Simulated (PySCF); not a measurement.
Al(F)(GeH3)(H) (AlFGeH4), SMILES [GeH3][AlH][F].

Coordinates come from a B3LYP-D3(BJ)/def2-SVP optimisation.

Computed with TDDFT-LC-ωPBE/def2-SVPD run with PySCF 2.14.0.

Vertical excitations. Isolated molecule, no solvent.

Computed lowest excited states:
```json
[
 {"state": "S1", "energy (eV)": "5.14", "λ (nm)": "241", "f": "0.009", "main pairs": "HOMO→LUMO 97 %"},
 {"state": "S2", "energy (eV)": "6.66", "λ (nm)": "186", "f": "0.028", "main pairs": "HOMO→LUMO+1 41 %, HOMO→LUMO+2 40 %, HOMO→LUMO+3 13 %"},
 {"state": "S3", "energy (eV)": "7.35", "λ (nm)": "169", "f": "0.443", "main pairs": "HOMO→LUMO+2 50 %, HOMO→LUMO+1 40 %"},
 {"state": "S4", "energy (eV)": "7.83", "λ (nm)": "158", "f": "0.085", "main pairs": "HOMO−1→LUMO 55 %, HOMO−3→LUMO 30 %"},
 {"state": "S5", "energy (eV)": "7.96", "λ (nm)": "156", "f": "0.039", "main pairs": "HOMO−3→LUMO 35 %, HOMO−1→LUMO 31 %, HOMO→LUMO+4 22 %"},
 {"state": "S6", "energy (eV)": "8.05", "λ (nm)": "154", "f": "0.024", "main pairs": "HOMO−2→LUMO 65 %, HOMO→LUMO+3 15 %"},
 {"state": "S7", "energy (eV)": "8.29", "λ (nm)": "149", "f": "0.053", "main pairs": "HOMO→LUMO+4 54 %, HOMO−3→LUMO 24 %"},
 {"state": "S8", "energy (eV)": "8.32", "λ (nm)": "149", "f": "0.367", "main pairs": "HOMO→LUMO+3 34 %, HOMO→LUMO+5 26 %, HOMO−2→LUMO 18 %"},
 {"state": "S9", "energy (eV)": "8.85", "λ (nm)": "140", "f": "0.108", "main pairs": "HOMO→LUMO+5 25 %, HOMO→LUMO+3 17 %, HOMO→LUMO+6 15 %, HOMO−3→LUMO+2 6 %"},
 {"state": "S10", "energy (eV)": "8.87", "λ (nm)": "140", "f": "0.023", "main pairs": "HOMO−2→LUMO+2 48 %, HOMO−2→LUMO+3 13 %, HOMO−2→LUMO+1 10 %"},
 {"state": "T1", "energy (eV)": "4.35", "λ (nm)": "285", "f": "0", "main pairs": "HOMO→LUMO 95 %"},
 {"state": "T2", "energy (eV)": "5.84", "λ (nm)": "212", "f": "0", "main pairs": "HOMO→LUMO+2 44 %, HOMO→LUMO+1 30 %, HOMO→LUMO+3 15 %"},
 {"state": "T3", "energy (eV)": "6.12", "λ (nm)": "203", "f": "0", "main pairs": "HOMO→LUMO+2 32 %, HOMO→LUMO+1 28 %, HOMO→LUMO+5 15 %, HOMO→LUMO+3 11 %"},
 {"state": "T4", "energy (eV)": "6.50", "λ (nm)": "191", "f": "0", "main pairs": "HOMO−3→LUMO 68 %, HOMO→LUMO+4 11 %"}
]
```
Triplets are in the Tamm–Dancoff approximation, which puts them higher than full response would, so one can lie above its singlet here.
